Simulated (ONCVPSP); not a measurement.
**Before and after: ONCV potential for In (Z = 49)**

ONCVPSP 4.0.1 input, shortened (lines: element, Z, core and valence counts, functional; n l f; lmax; l rc ep ncon nbas qcut; lloc lpopt rc5 dvloc0; l nproj debl; icmod fcfact rcfact), LDA (Perdew-Zunger), scalar-relativistic:

```
  In 49.00    6    4        3      upf
    1    0    2.00
    2    0    2.00
    2    1    6.00
    3    0    2.00
    3    1    6.00
    3    2   10.00
    4    0    2.00
    4    1    6.00
    4    2   10.00
    5    0    2.00
    2
    0    1.40    0.00    5    8   10.90
    1    1.35    0.00    4    7    7.90
    2    1.35    0.00    4    9   11.40
    2    5    1.35    0.00
    0    3    3.80
    1    3    1.00
    2    0    1.50
    3    1.75    1.70
```

In the p channel the program set the typed energies aside and used -3.146, 0.250, 1.250 Ha.

Change: d: nproj 1; local potential polynomial inside 1.00 bohr (lpopt 5, dvloc0 0 Ha).

Cutoffs: the cutoffs (Ha) at which the residual kinetic energy of the hardest occupied pseudo-wave falls to 1 and 0.1 mHa per electron; they do not see the model core or the augmentation charge, which bear on the density cutoff. Errors are all-electron minus pseudo energies relative to the spin-unpolarised reference configuration.

Predict the effect on cutoff, ghosts and configuration errors.

The potential gets neither clearly harder nor softer (43 Ha and 49 Ha → 43 Ha and 49 Ha); the bound ghost in p disappears; the errors of the 4 common tests hardly move. In the separable form a ghost depends on how the local part lies against the semilocal potential of the channel, so the choice of the local part can create or remove one.

| quantity | base | changed |
| --- | --- | --- |
| cutoff, loose | 43 Ha | 43 Ha |
| cutoff, tight | 49 Ha | 49 Ha |
| bound ghosts | p | none |
| GHOST(+) flags under 300 eV | none | none |
| error for 4s2 4p6 4d10 5s2 5p1, meV [ΔE -5.59 eV] | +1.1 | +1.1 |
| error for 4s2 4p6 4d10 5s1, meV [ΔE 19.66 eV] | -3.3 | -3.3 |
| error for 4s2 4p6 4d10 5s0, meV [ΔE 48.40 eV] | -8.8 | -8.8 |
| error for 4s1 4p6 4d10 5s2 5p1, meV [ΔE 121.77 eV] | -67 | -60 |
| s: phases at 1.42 bohr within 0.05 rad from the reference energy up to (Ha; the scan ends near 5) | to the end of the scan | to the end of the scan |
| p: phases at 1.37 bohr within 0.05 rad from the reference energy up to (Ha; the scan ends near 5) | to the end of the scan | to the end of the scan |
| d: phases at 1.37 bohr within 0.05 rad from the reference energy up to (Ha; the scan ends near 5) | to the end of the scan | 4.0 |
| rms error of d²Exc/dni dnj with the model core, mHa | 0.26 | 0.27 |

 A true bound ghost makes a file unfit for plane-wave use even where its test errors are small: the radial tests pick states by their node count and pass the ghost by.
